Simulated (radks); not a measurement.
All-electron atom: the selenium ion Se+ in [Ar] 3d10 4s2 4p3. Method: scalar-relativistic Kohn-Sham, LDA (Slater exchange, Perdew-Wang correlation), spin-polarised, spherical densities, finite nucleus; open shells are filled with parallel spins first; Fermi nuclear charge, rms radius 4.14 fm; computed with a radial shooting solver on a logarithmic mesh with Libxc functionals.

Normalised radial functions P(r) = r R(r), r in bohr:

r	3p up	3d down	4p up
0.004771	0.0106	0.0001	0.0030
0.007408	0.0236	0.0002	0.0067
0.0115	0.0518	0.0009	0.0146
0.01786	0.1096	0.0029	0.0309
0.02773	0.2196	0.0098	0.0618
0.04306	0.4013	0.0308	0.1128
0.06686	0.6306	0.0899	0.1764
0.1038	0.7593	0.2337	0.2096
0.1612	0.4896	0.5173	0.1262
0.2503	-0.3425	0.9194	-0.1149
0.3886	-1.2349	1.2261	-0.3339
0.6034	-1.3191	1.1534	-0.2013
0.9369	-0.6784	0.7304	0.2921
1.455	-0.1567	0.2845	0.7125
2.259	-0.0123	0.0571	0.6718
3.507	-0.0002	0.0044	0.3093
5.445	0.0000	0.0001	0.0582
8.455	0.0000	0.0000	0.0031
13.13	0.0000	0.0000	0.0000

3p up: eigenvalue -163.10 eV, 1 radial node at r = 0.214 bohr, <r> = 0.591 bohr, 90 % of the charge inside 0.905 bohr. 3d down: eigenvalue -63.426 eV, 0 radial nodes, <r> = 0.628 bohr, 90 % of the charge inside 1.04 bohr. 4p up: eigenvalue -16.434 eV, 2 radial nodes at r = 0.208, 0.738 bohr, <r> = 2.10 bohr, 90 % of the charge inside 3.17 bohr.
